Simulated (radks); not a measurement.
Results of a calculation; reference values are marked as such.
Valence configurations of Ho IV (all share [Xe]). Code: a radial shooting solver on a logarithmic mesh with Libxc functionals. Model: non-relativistic Kohn-Sham, LDA (Slater exchange, Perdew-Wang correlation), spin-polarised, spherical densities, point nucleus; open shells are filled with parallel spins first (spin-orbit coupling, left out, can overturn this in heavy ions); relativity is left out, which matters for an element this heavy. Energies are relative to 4f10; eigenvalues in eV for spin up.

valence      E (eV)  moment (Bohr magnetons)    e(4f)    e(5d)    e(6p)    e(6s)
4f10          0.000                        4  -41.424        -        -        -
4f9 6s1      19.861                        6  -53.678        -        -  -25.339
4f8 5d2      34.453                        8  -58.937  -30.550        -        -
4f8 6s2      49.700                        6  -67.015        -        -  -27.221
4f6 5d2 6p2  131.44                       10  -88.359  -41.739  -24.198        -
4f8 6p2      59.608                        8  -68.707        -  -23.134        -
4f9 5d1      14.574                        6  -49.873  -28.382        -        -
4f9.5 6s0.5   8.933                        5  -47.419        -        -  -23.929
4f8 6s1 6p1  54.099                        8  -67.828        -  -22.729  -28.233
4f9 6p1      24.903                        6  -54.603        -  -20.776        -

NIST lists [Xe] 4f10 as the ground configuration; this level of theory agrees among the configurations tried. The energies are those of spherical high-spin densities, not of single terms. Relativity is left out, which favours d and f over s occupation in heavy atoms.
